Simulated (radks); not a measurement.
Task: Neutral manganese, 25 electrons, occupied as [Ar] 3d5 4s2. Method: Dirac Kohn-Sham, PBE, spin-unpolarised, spherical densities, finite nucleus; open shells fill j = l - 1/2 first; Fermi nuclear charge, rms radius 3.7057 fm; computed with a radial shooting solver on a logarithmic mesh with Libxc functionals. Some entries of the table are withheld. Estimate them.

orbital,occ.,eigenvalue (hartree),<1/r> (bohr^-1)
1s1/2,2,-236.2282,24.93
2s1/2,2,-27.32847,5.323
2p1/2,2,-23.40460,(1)
2p3/2,4,-23.02132,(2)
3s1/2,2,-3.15367,1.664
3p1/2,2,-2.03553,1.536
3p3/2,4,-1.98886,1.516
3d3/2,4,-0.25024,1.129
3d5/2,1,-0.24591,1.123
4s1/2,2,-0.18754,0.4208
4p1/2,0,(3),0.2891
4p3/2,0,(4),0.2856

Result: 
(1) 2p1/2 <1/r> (bohr^-1): 5.266
(2) 2p3/2 <1/r> (bohr^-1): 5.179
(3) 4p1/2 eigenvalue (hartree): -0.05129
(4) 4p3/2 eigenvalue (hartree): -0.04985
